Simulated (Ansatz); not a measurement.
**Interaction energy ladder**

The pair of Ag⁺ (SMILES [Ag+], atom 1) and CH₃Cl (SMILES CCl, atoms 2–6), both closed shells, in one local arrangement (a lower one may exist), relaxed at PBE0-D4/def2-TZVP:

```json
{"atom": "Ag1", "x (Å)": "-0.8681", "y (Å)": "0.4206", "z (Å)": "-2.6773"}
{"atom": "C2", "x (Å)": "0.2496", "y (Å)": "-0.2159", "z (Å)": "0.6177"}
{"atom": "Cl3", "x (Å)": "-0.5432", "y (Å)": "1.0962", "z (Å)": "-0.3402"}
{"atom": "H4", "x (Å)": "1.2244", "y (Å)": "-0.4076", "z (Å)": "0.1806"}
{"atom": "H5", "x (Å)": "-0.4003", "y (Å)": "-1.0850", "z (Å)": "0.5979"}
{"atom": "H6", "x (Å)": "0.3374", "y (Å)": "0.1917", "z (Å)": "1.6215"}
```

Program: Ansatz 0.2.0. Basis: def2-TZVPPD, with def2-QZVPPD for the basis limit. Cores are frozen in the correlated methods. Filled d shells of the heavier atoms are correlated. Core potentials replace the inner electrons of the atoms past krypton. B3LYP uses VWN-RPA correlation. Extrapolation: Hartree–Fock as exp(−7.88 √X), correlation as X^−2.97. Interaction energies count from these two fragments, frozen as in the pair, with the counterpoise correction; negative means bound.

Question: What is the interaction energy by CCSD(T) at an estimated basis limit (MP2 extrapolated from triple and quadruple zeta, plus CCSD(T) − MP2 in triple zeta)? (An estimate is asked for; the value comes from the calculation.)

Answer: By the calculation: -29.57 kcal/mol. Hartree–Fock alone gives -17.29 kcal/mol at the basis limit. It counts from the two fragments frozen as in the pair.

The same quantity by other methods in triple zeta, and each one's difference from that estimate:
| method | E_int (kcal/mol) | difference |
| --- | --- | --- |
| PBE-D4 | -35.08 | -5.51 |
| revPBE-D4 | -31.70 | -2.13 |
| BLYP-D4 | -34.35 | -4.78 |
| r2SCAN-D4 | -34.46 | -4.90 |
| B97M-V | -31.90 | -2.33 |
| PBE0-D4 | -30.93 | -1.37 |
| B3LYP-D4 | -31.50 | -1.93 |
| HSE06-D4 | -30.93 | -1.36 |
| wB97X-V | -28.59 | 0.98 |
| wB97M-V | -28.50 | 1.07 |
| B2PLYP | -28.39 | 1.18 |
| HF | -16.72 | 12.84 |
| MP2 | -27.16 | 2.40 |
| CCSD | -24.03 | 5.54 |
| CCSD(T) | -25.31 | 4.26 |
Differences are method less estimate.

Question: Which atoms make the shortest contact between the fragments?

Answer: Ag1 and Cl3, 2.45 Å apart.

Energy to bend the free fragments (PBE0-D4 minima) into their shapes in the pair, CCSD(T)/def2-TZVPPD: CH₃Cl 0.27 kcal/mol. This must be added to the interaction energy to get the binding energy from relaxed fragments.

Basis-set superposition shift (counterpoise-corrected less uncorrected): CCSD(T) 1.68; MP2 1.57; HF 0.07; PBE0-D4 0.08; wB97M-V 0.09 kcal/mol.

The T1 diagnostic stays at or below 0.012.

For scale, one of the runs: CCSD(T)/def2-TZVPPD, 195 basis functions, launched by `ansatz run in.yaml --threads 4 --pin off --events-out ev --progress --plain --max-ram 9574MiB`. Time: 41 s of wall clock on 4 CPU threads of an Intel Xeon Platinum 8259CL; the host was shared. Peak host memory: 2.6 GiB.
